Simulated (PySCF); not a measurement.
# RbH: one state, many levels of theory

State: ¹Σ⁺ (singlet), closed shell. Set-up: Rb x2c-SVPall, H x2c-SVPall; spin-free X2C with a Gaussian nucleus (PySCF 2.14). De refers to Rb + H in their ground configurations, without counterpoise correction. A positive dipole means Rb(−)H(+).

```
      Level  Re (Å)  ωe (cm⁻¹)  De (eV)  μ (D)
        RHF   2.422        919     0.81  -9.39
    RHF-MP2   2.344        939     1.29    n/a
RHF-SCS-MP2   2.353        932     1.40    n/a
   RHF-CCSD   2.362        899     1.49    n/a
RHF-CCSD(T)   2.358        899     1.49    n/a
        PBE   2.336        917     1.73  -7.12
     PBEsol   2.318        930     1.80  -7.14
     r²SCAN   2.351        926     1.78  -8.07
       PBE0   2.332        945     1.66  -7.90
        M06   2.358        947     2.06  -8.27
       MN15   2.356        922     1.91  -8.69
```

**Question.** Which functional lies closest to RHF-CCSD(T) in De, which farthest, and by how much do they differ from it?

**Answer.** Closest is PBE0 (-2.6 pm in Re, +5.1 % in ωe, +0.17 eV in De against RHF-CCSD(T) in the same basis), farthest M06 (+0.0 pm in Re, +5.3 % in ωe, +0.57 eV in De). CCSD(T) converges more slowly with the basis than the functionals do and binds too weakly in this one, so the order can change at the basis-set limit.

**Question.** What does all correlation do here, going from RHF to RHF-CCSD(T)?

**Answer.** RHF-CCSD(T) less RHF: -6.4 pm in Re, -2.2 % in ωe, +0.68 eV in De. Correlation nearly always deepens the well. The bond shortens, as in weak, metallic or heavy-atom bonds, where dispersion and the correlation of outer-core electrons pull the atoms together.

Measured (Huber and Herzberg, Constants of Diatomic Molecules (1979)): Re = 2.367 Å, ωe = 936.94 cm⁻¹.

Correlated steps freeze 9 core orbitals. Correlated levels converge slowly with the basis: in double zeta they bind strong bonds too weakly, by up to about 1 eV, and carry superposition errors of some tenths. Where the molecule has an RHF reference, its open-shell atoms are computed with UHF.

The whole job (state search and all levels along the bond) took about 2.7 min on 1 thread of Arm Neoverse N1 (shared host), peak memory 0.71 GiB.
